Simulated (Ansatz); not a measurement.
Ga2Te3⁺ (the lowest doublet isomer of a short search). Total charge 1; doublet. Geometry r2SCAN-D4/def2-SVP, basis def2-TZVP, Ansatz.

```xyz
5

Ga   -1.795   -0.005   -1.139
Ga    0.350   -0.016    1.017
Te    2.639   -0.510    0.171
Te   -2.038   -0.268    1.531
Te    0.844    0.799   -1.579
```

| run | HOMO (eV) | LUMO (eV) |
| --- | --- | --- |
| A | -10.47 | -8.59 |
| B | -9.56 | -9.11 |
| C | -9.88 | -9.07 |
| D | -12.73 | -6.84 |

In the def2 sets Te takes a core potential; there is no spin–orbit coupling. LC-ωPBE has ω = 0.4 bohr⁻¹. Another isomer (doublet) lies 0.22 eV lower at PBE0-D4/def2-TZVP; other spin states weren't run for this one.

HOMO and LUMO are taken over both spins.

The runs used LC-ωPBE, PBE, PBE0, r2SCAN. Estimate which is which.

A PBE0 (25 % exact exchange); B PBE (0 % exact exchange); C r2SCAN (0 % exact exchange); D LC-ωPBE (range-separated). Exact exchange lowers occupied and raises empty levels; among semilocal functionals meta-GGAs tend to open the gap a little, and such runs are hard to tell apart. The gap grows from 0.46 eV (PBE) to 5.89 eV (LC-ωPBE).
